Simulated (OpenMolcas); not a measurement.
## 4d⁵ along the 41-electron sequence

```
Program             : OpenMolcas
Method              : MS-CASPT2, IPEA 0.25 Eh, imaginary shift 0.1 Eh
Basis               : ANO-RCC-VQZP
Scalar Hamiltonian  : DKH2, point nucleus
Spin-orbit coupling : state interaction with AMFI integrals over the reference wave functions, term energies averaged over their components
```

Active space for each ion: 5 electrons in 10 orbitals (4d 5d); closed shells correlated by CASPT2: 4s 4p.

Computed levels in cm-1 above ⁶S_5/2:

```json
{"Level": "⁴G_5/2", "Ru3+": "23370", "Rh4+": "26110", "Pd5+": "28740", "Ag6+": "31200"}
{"Level": "⁴G_7/2", "Ru3+": "23620", "Rh4+": "26490", "Pd5+": "29290", "Ag6+": "32050"}
{"Level": "⁴G_11/2", "Ru3+": "23760", "Rh4+": "26660", "Pd5+": "29520", "Ag6+": "32360"}
{"Level": "⁴G_9/2", "Ru3+": "23790", "Rh4+": "26730", "Pd5+": "29630", "Ag6+": "32530"}
{"Level": "⁴P_3/2", "Ru3+": "26300", "Rh4+": "29370", "Pd5+": "32290", "Ag6+": "34960"}
{"Level": "⁴P_1/2", "Ru3+": "27000", "Rh4+": "30310", "Pd5+": "33510", "Ag6+": "36480"}
{"Level": "⁴D_7/2", "Ru3+": "28190", "Rh4+": "31690", "Pd5+": "35060", "Ag6+": "38420"}
{"Level": "⁴D_1/2", "Ru3+": "28990", "Rh4+": "32830", "Pd5+": "36610", "Ag6+": "40400"}
{"Level": "⁴D_5/2", "Ru3+": "29540", "Rh4+": "33470", "Pd5+": "37320", "Ag6+": "41100"}
{"Level": "weight of ⁶S in the lowest level (%)", "Ru3+": "99", "Rh4+": "99", "Pd5+": "98", "Ag6+": "98"}
```

Mixed levels, with the weight of the term that names them: Ru3+ ⁴P_3/2 (60 %), Ru3+ ⁴P_1/2 (72 %), Ru3+ ⁴D_1/2 (73 %), Ru3+ ⁴D_5/2 (59 %), Rh4+ ⁴P_3/2 (57 %), Rh4+ ⁴P_1/2 (70 %), Rh4+ ⁴D_1/2 (71 %), Rh4+ ⁴D_5/2 (58 %), Pd5+ ⁴P_3/2 (55 %), Pd5+ ⁴P_1/2 (68 %), Pd5+ ⁴D_1/2 (68 %), Pd5+ ⁴D_5/2 (56 %), Ag6+ ⁴P_3/2 (55 %), Ag6+ ⁴P_1/2 (69 %), Ag6+ ⁴D_1/2 (70 %), Ag6+ ⁴D_5/2 (56 %).

Measured, with the error of the calculation in %. Measured levels: Ag6+ from the list in Gamrath, thesis, University of Mons (2023).

| Level | Ag6+ |
| --- | --- |
| ⁴G_5/2 | 29390 (+6.2) |
| ⁴G_7/2 | 30378 (+5.5) |
| ⁴G_11/2 | 30662 (+5.5) |
| ⁴G_9/2 | 30907 (+5.2) |
| ⁴P_3/2 | 32994 (+5.9) |
| ⁴P_1/2 | 34605 (+5.4) |
| ⁴D_7/2 | 36485 (+5.3) |
| ⁴D_1/2 | 38685 (+4.4) |
| ⁴D_5/2 | 39299 (+4.6) |

⁴G_5/2 changes by a factor of 1.34 over the same range, with steps per unit of Z of +2740, +2630, +2460 cm-1.

CASPT2 does not keep the components of a term degenerate, so their means are used; among the terms shown or strongly mixed into the levels shown the widest spread is 290 cm-1 (4d⁵ ⁴G, Ru3+). Active for correlation alone: 5d; no level in the range computed is led by a configuration that fills it, so any true level of that kind is missing. Computed and measured levels are paired by configuration, term and J; levels that our copy of the source lacks, or whose pairing is in doubt (as where it misses far off the trend of its configuration), stay unpaired and out of the deviations. Only configurations of the active space appear.
